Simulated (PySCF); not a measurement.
## Computed data sheet: `Fc1ccncc1`

Species: C5H4FN.
SMILES with atom numbers: `[F:1][c:2]1[cH:3][cH:4][n:5][cH:6][cH:7]1` (hydrogens: H8 on C3; H9 on C4; H10 on C6; H11 on C7)

Structural features include: pyridine-type ring nitrogen and C–F bond.

**GFN2-xTB geometry**

```yaml
Point_group_of_the_GFN2-xTB_geometry: C2v
Rotational_constants_A_B_C_of_the_GFN2-xTB_geometry: 6.071, 2.599, 1.820 GHz
```

From PBE0/pcSseg-1 ground state and GIAO shieldings, non-relativistic (PySCF):

```yaml
Dipole_moment: 0.69 D
HOMO_energy: -7.70 eV
LUMO_energy: -0.83 eV
HOMO–LUMO_gap: 6.87 eV
Lowest_Hirshfeld_atomic_charge: -0.17 e on N5
Highest_Hirshfeld_atomic_charge: +0.10 e on C2
13C_chemical_shifts_computed_TMS_as_zero_by_class: 179.6 (C2), 158.0 (C4/C6), 116.6 (C3/C7) ppm
1H_chemical_shifts_computed_TMS_as_zero_by_class: 8.96 (H9/H10), 7.18 (H8/H11) ppm
Isotropic_shieldings_of_nuclei_other_than_C_and_H_by_class: -83 (N5), 274 (F1) ppm
Mayer_bond_orders_between_heavy_atoms: F1–C2 0.94, C2–C3 1.42, C3–C4 1.38, C4–N5 1.48, N5–C6 1.48, C6–C7 1.38, C7–C2 1.42
```

From B3LYP/pcJ-1 indirect spin-spin coupling, non-relativistic, gas phase; spin–dipole term left out for some pairs (PySCF):

```yaml
Largest_of_the_computed_one-bond_spin–spin_couplings_means_over_like_bonds: 19F–13C -329.6 (F1–C2), 13C–1H +187.0 (C4–H9 and 1 like it), 13C–1H +172.1 (C3–H8 and 1 like it), 13C–13C +72.9 (C2–C3 and 1 like it), 13C–13C +59.6 (C3–C4 and 1 like it), 15N–13C -1.0 (N5–C4 and 1 like it) Hz
```

Monoisotopic mass from the formula: 97.0328 u.

Point group C2v permits a dipole; with 0.69 D the species has a pure rotational spectrum. The dipole equals about 2.3 × 10⁻³⁰ C·m (1 D = 3.33564 × 10⁻³⁰ C·m). The rotational constants make it an asymmetric top with κ = (2B − A − C)/(A − C) = -0.63, nearer the prolate limit (−1). With B = h/(8π²I), that is 505.379 GHz u Å² over I, the principal moments of inertia are 83.2, 194.4 and 277.7 u Å² (most abundant isotopes).

For the NMR shielding job (PBE0/pcSseg-1), on one thread, Arm Neoverse N1 (shared host), this took 22 s wall.
